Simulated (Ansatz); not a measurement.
Reaction (atomization): `S[SiH]1BN1` → B• + 4 H• + N• + S• + Si•

Isolated molecules relaxed with PBE0-D4/def2-TZVP in Ansatz; ΔE leaves out vibrations. CBS: MP2 limit from def2 TZ/QZ plus the TZ coupled-cluster correction, frozen cores. This one scheme is used for every species, atoms too. DFT in def2-TZVPP. B3LYP here is the variant with VWN-RPA as its local correlation; programs differ in this. No spin–orbit coupling; open shells (•) take unrestricted orbitals. Spin–orbit coupling would lower the free atoms: a little for B, S, Si. Each species was taken in one conformer, which may not be the lowest.

| level | ΔE (kcal/mol) | difference from CCSD(T)/CBS |
| --- | --- | --- |
| B3LYP-D4 | 647.9 | 3.1 |
| CAM-B3LYP-D4 | 649.2 | 4.4 |
| B2PLYP | 638.9 | -5.9 |
| PBE0 | 645.9 | 1.1 |
| HF/def2-SVP | 452.0 | -192.8 |
| HF/def2-TZVPP | 454.4 | -190.4 |
| CCSD/def2-TZVPP | 611.4 | -33.4 |
| CCSD(T)/def2-TZVPP | 623.3 | -21.5 |
| MP2/def2-QZVPP | 647.5 | 2.7 |
| SCS-MP2/def2-QZVPP | 648.1 | 3.3 |
| CCSD(T)/CBS | 644.8 | 0 |

Largest T1 diagnostic among the species: 0.014.

From r2SCAN to r2SCAN0 (25 % exact exchange), in def2-TZVPP and without D4, ΔE moves by −11.4 kcal/mol: exact exchange takes away binding that semilocal exchange gives to molecules. Leaving LDA and LC-ωPBE aside and taking each functional with its dispersion term where it has one, the values, not all of them listed here, spread over 32.7 kcal/mol, from BHLYP-D4 to PBE-D4. LDA lies +87.0 kcal/mol from PBE without D4, its usual overbinding.

For atomizations the MP2-based limit and the directly extrapolated one differ by several kJ/mol either way, and by 10 to 25 for some Ge, Se and Sn compounds, so smaller differences from it don't rank the levels.
